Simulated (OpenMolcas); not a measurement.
# Rh⁺: effect of the basis set

```
Program             : OpenMolcas
Method              : MS-CASPT2, IPEA 0.25 Eh, imaginary shift 0.1 Eh (closed shells correlated: 4s 4p)
Active space        : 8 electrons in 6 orbitals (4d 5s)
State averaging     : 2S+1 = 3 even, 55 roots; 2S+1 = 5 even, 10 roots kept (CI in the orbitals of an earlier block); 2S+1 = 1 even, 43 roots kept (CI in the orbitals of an earlier block)
Spin-orbit coupling : state interaction with AMFI integrals over the reference wave functions, term energies averaged over their components
```

A. ANO-R1 [6s4p3d1f], X2C, finite nucleus; CASPT2 step of the order of 40 core-seconds
B. ANO-RCC-VDZP [6s5p3d1f], DKH2, point nucleus; CASPT2 step roughly 50 core-seconds
C. ANO-R2 [7s5p4d2f1g], X2C, finite nucleus; CASPT2 step about 40 core-seconds
D. ANO-RCC-VTZP [7s6p4d2f1g], DKH2, point nucleus; CASPT2 step of the order of 30 core-seconds
E. ANO-R3 [8s6p5d3f2g1h], X2C, finite nucleus; CASPT2 step about 2.3 core-minutes
F. ANO-RCC-VQZP [8s7p5d3f2g1h], DKH2, point nucleus; CASPT2 step roughly 60 core-seconds

Energies in cm-1 above 4d8 3F4, the measured ground level; measured values from NIST Handbook of Basic Atomic Spectroscopic Data.

| Level | A | B | C | D | E | F | Measured |
| --- | --- | --- | --- | --- | --- | --- | --- |
| 4d8 3F4 | 0.0 | 0.0 | 0.0 | 0.0 | 0.0 | 0.0 | 0.0 |
| 4d8 3F3 | 2560 | 2600 | 2530 | 2520 | 2560 | 2560 | 2401 |
| 4d8 3F2 | 3760 | 3780 | 3640 | 3620 | 3650 | 3630 | 3581 |
| 4d8 3P1 | 11550 | 11320 | 9700 | 9550 | 9700 | 9560 | 10515 |
| 4d8 3P0 | 11810 | 11580 | 9960 | 9820 | 9960 | 9820 | 10761 |
| 4d7 5s 5F5 | 15900 | 14930 | 14270 | 14250 | 15190 | 15110 | 16885 |
| 4d8 1G4 | 16100 | 15830 | 14300 | 14090 | 13960 | 13830 | 14855 |
| 4d7 5s 5F4 | 17510 | 16560 | 15840 | 15820 | 16770 | 16700 | 18540 |
| 4d7 5s 5F3 | 18740 | 17800 | 17050 | 17030 | 18000 | 17930 | 19792 |
| 4d7 5s 5F2 | 19590 | 18660 | 17890 | 17870 | 18850 | 18770 | 20647 |
| 4d7 5s 5F1 | 20120 | 19200 | 18410 | 18390 | 19370 | 19300 | 21180 |
| 4d7 5s 3F4(1) | 25080 | 24360 | 22680 | 22300 | 23210 | 23280 | 25377 |
| 4d7 5s 3F3(1) | 27210 | 26520 | 24770 | 24390 | 25330 | 25400 | 27439 |
| 4d7 5s 5P3 | 28510 | 27500 | 25730 | 25560 | 26720 | 26730 |  |
| 4d7 5s 5P1 | 29720 | 28710 | 26940 | 26770 | 27920 | 27930 |  |
| 4d7 5s 3G5 | 31930 | 30950 | 29760 | 29500 | 30280 | 30300 |  |
| 4d7 5s 3G4 | 32780 | 31810 | 30570 | 30310 | 31100 | 31110 |  |
| 4d7 5s 3G3 | 33960 | 33010 | 31770 | 31500 | 32320 | 32340 |  |
| 4d7 5s 3P2(1) [67 %] | 34940 | 33980 | 32560 | 32080 | 33130 | 33060 |  |
| 4d7 5s 3H6 | 36890 | 35830 | 34200 | 33990 | 34660 | 34670 |  |
| 4d8 1S0 [63 %] | 37180 | 36600 | 35340 | 35210 | 35170 | 35060 |  |
| 4d7 5s 3D3 | 37190 | 36270 | 35120 | 34850 | 35730 | 35710 |  |
| 4d7 5s 3P2(2) | 37520 | 36560 | 34370 | 34070 | 35030 | 35010 |  |
| 4d7 5s 3P1(1) [54 %] | 37620 | 36720 | 34890 | 34410 | 35480 | 35410 |  |

Deviations, from unrounded energies. A percentage is the sum of absolute deviations over the sum of measured energies, with the sign that they share, or ± where signs differ.

| Against measurement | Levels | A | B | C | D | E | F |
| --- | --- | --- | --- | --- | --- | --- | --- |
| mean absolute deviation (cm-1) | 12 | 780 | 1200 | 1800 | 1900 | 1300 | 1400 |
| fine structure of the ground term (%) | 2 | +5.7 | +6.6 | +3.1 | +2.7 | +3.9 | +3.5 |
| other terms of the ground configuration (%) | 3 | +9.2 | +7.2 | -6.0 | -7.4 | -7.0 | -8.1 |
| other configurations (%) | 7 | -3.8 | -7.9 | -12.6 | -13.2 | -8.8 | -8.9 |

A lies closest to measurement on these levels and D furthest from it. The largest miss of A in the table is 4d8 1G4, by +1200 cm-1. The ranking rests on the paired levels alone, and a cruder setting can come out closer through cancelling errors.

The two smallest mean deviations differ by little beside CASPT2's spread within terms, so their order carries little weight.

Among A to F the level of the table that moves most is 4d7 5s 3P2(2), by 3500 cm-1 (lowest in D, highest in A). Moves below CASPT2's spread within the term are not significant.

Term energies are means over components that CASPT2 splits; among the terms shown or strongly mixed into the levels shown the widest spread is 1900 cm-1 (4d8 1G, D). Terms from blocks run as CI alone lack orbitals of their own. A single d shell beside an s shell can misplace configurations of different d count against each other. The CASPT2 spread within a term exceeds the gap to the next term for 4d7 5s 3H and 4d7 5s 3D, 4d7 5s 3D and 4d7 5s 3P(2), so the order of their levels is uncertain (figures for A; the like holds for B, C, D, E, F). Measured partners are found by configuration, term and J. A level has none where our copy of the source lacks it or the pairing is in doubt (some pairs that miss far off the trend of their configuration count as doubtful), and it then counts in no deviation. Only configurations of the active space appear. Levels that lie high or do not pair safely by name in every column are left out.

A share in square brackets marks a mixed level and gives the weight of the term that names it, the lowest over the columns. A number in round brackets counts repeated terms of one configuration in the order of the reference energies.
